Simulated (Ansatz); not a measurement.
Li16⁺, 16 atoms. Hardware: 4 threads of Arm Neoverse V1 on a shared host.

Correlated methods freeze no core orbitals; core or outer-core shells of Li are correlated, in sets that lack core-valence functions.

Task: How many basis functions does each of these Ansatz runs have, and roughly what does it cost? HF/STO-3G, charge 1 doublet, energy; PBE0/def2-TZVP, charge 1 doublet, energy, from earlier orbitals; PBE/def2-SVP, charge 1 doublet, energy, from earlier orbitals; CCSD(T)/def2-SVP, charge 1 doublet, energy, from earlier orbitals; PBE/def2-TZVP, charge 1 doublet, energy and forces, from earlier orbitals; r2SCAN/def2-TZVP, charge 1 doublet, energy, from earlier orbitals; LC-ωPBE/def2-TZVP, charge 1 doublet, energy, from earlier orbitals; MP2/def2-TZVP, charge 1 doublet, energy, from earlier orbitals; LDA (SPW92)/def2-TZVP, charge 1 doublet, energy, from earlier orbitals; revPBE/def2-TZVP, charge 1 doublet, energy, from earlier orbitals; PBE/def2-SVP, charge 1 doublet, relaxation, 35 steps; PBE0/def2-SVP, charge 1 doublet, energy with a search over starts.

Result: Other jobs shared the machine, so times can vary by a factor of up to 3. A dash marks memory too small to be measured apart from the calling script's.

```csv
run,functions,fitting or Cholesky vectors,wall time,peak host memory (GiB)
"HF/STO-3G, charge 1 doublet, energy",80,969,1.2 s,–
"LDA (SPW92)/def2-TZVP, charge 1 doublet, energy, from earlier orbitals",224,2064,4 s,–
"PBE/def2-SVP, charge 1 doublet, energy, from earlier orbitals",144,2176,8 s,–
"PBE/def2-TZVP, charge 1 doublet, energy and forces, from earlier orbitals",224,2064,8.5 s,–
"revPBE/def2-TZVP, charge 1 doublet, energy, from earlier orbitals",224,2064,9 s,–
"MP2/def2-TZVP, charge 1 doublet, energy, from earlier orbitals",224,2422,10 s,0.74
"PBE0/def2-TZVP, charge 1 doublet, energy, from earlier orbitals",224,2064,18 s,1
"r2SCAN/def2-TZVP, charge 1 doublet, energy, from earlier orbitals",224,2064,49 s,1.1
"PBE0/def2-SVP, charge 1 doublet, energy with a search over starts",144,2064,63 s,0.8
"LC-ωPBE/def2-TZVP, charge 1 doublet, energy, from earlier orbitals",224,2064,66 s,1.1
"PBE/def2-SVP, charge 1 doublet, relaxation, 35 steps",144,2176,3.7 min,–
"CCSD(T)/def2-SVP, charge 1 doublet, energy, from earlier orbitals",144,2064,9.9 min,3.4
```
